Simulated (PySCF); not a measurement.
C8H9O (doublet state).
Geometry (GFN2-xTB, Å), atoms numbered from 1 in this order:
```
atom  x, y, z in Å
C1    -2.6458   -2.1631   -0.5636
C2    -1.8856   -1.2442   -0.4643
C3    -0.9576   -0.1462   -0.2983
C4     0.3793   -0.5757    0.1784
C5     1.5451    0.1617   -0.1804
C6     2.8459   -0.3348    0.4157
O7     1.5038    1.1414   -0.9244
C8    -1.4097    0.7935    0.8134
C9    -1.1523    2.0880    0.8019
H10   -3.3137   -2.9635   -0.6813
H11   -0.8489    0.4214   -1.2287
H12    0.4455   -1.3987    0.8729
H13    2.9728   -1.3961    0.2148
H14    3.6783    0.2197   -0.0079
H15    2.8328   -0.1903    1.4944
H16   -1.9217    0.3122    1.6350
H17   -1.4752    2.7346    1.6006
H18   -0.6016    2.5464   -0.0031
```

The hyperfine couplings belong to this conformer and change with its torsions.

As a line formula: `C#C[C@H]([CH]C(C)=O)C=C` [radical].

Method: UKS B3LYP, pcH-1 on C H O, non-relativistic, mean-field spin-orbit, GIAO in PySCF. Isolated species at its GFN2-xTB geometry (one conformer only). A GFN2-xTB geometry isn't a minimum of the functional, and hyperfine couplings can be far from their values at a DFT geometry. Stability of the SCF solution: not tested.

Predict the first-order ENDOR lines of H12, H11, H18, H13/H14/H15 and H16 under fast tumbling at B = 3359.4 mT (W band).

For S = 1/2 in fast tumbling each set of equivalent nuclei gives two lines, ν± = |νn ± a/2| to first order, with νn = g_N μN B/h and μN/h = 7.62259 MHz/T.

| nuclei | isotope | g_N | νn (MHz) | a_iso (MHz) | lower line (MHz) | upper line (MHz) |
| --- | --- | --- | --- | --- | --- | --- |
| H12 | 1H | 5.5857 | 143.03 | -50.62 | 117.73 | 168.34 |
| H11 | 1H | 5.5857 | 143.03 | 16.92 | 134.57 | 151.50 |
| H18 | 1H | 5.5857 | 143.03 | -3.88 | 141.09 | 144.97 |
| H13/H14/H15 | 1H | 5.5857 | 143.03 | 2.18 | 141.95 | 144.12 |
| H16 | 1H | 5.5857 | 143.03 | 2.03 | 142.02 | 144.05 |

Which pairs are centred on the nuclear Larmor frequency, and which on half the coupling?

Centred on νn, since |a| < 2νn: H12, H11, H18, H13/H14/H15 and H16. No pair has |a| > 2νn.

Nuclei that the bonding pattern makes equivalent are averaged, as if the motion that swaps them (rotation, inversion, ring flip) were fast. The three 1H nuclei of mean +2.2 MHz run from -1.8 to 4.6 MHz in the frozen geometry.

The Mulliken spin populations are largest on C4 (+0.81), O7 (+0.26), C9 (+0.10) and C5 (-0.09). The positive populations add up to 1.20 and the negative ones to -0.20, together 2S = 1. The angles at C4 add up to 359.8°, so it is planar; its axial dipolar tensor and the negative coupling of its proton fit spin in a p orbital normal to that plane.
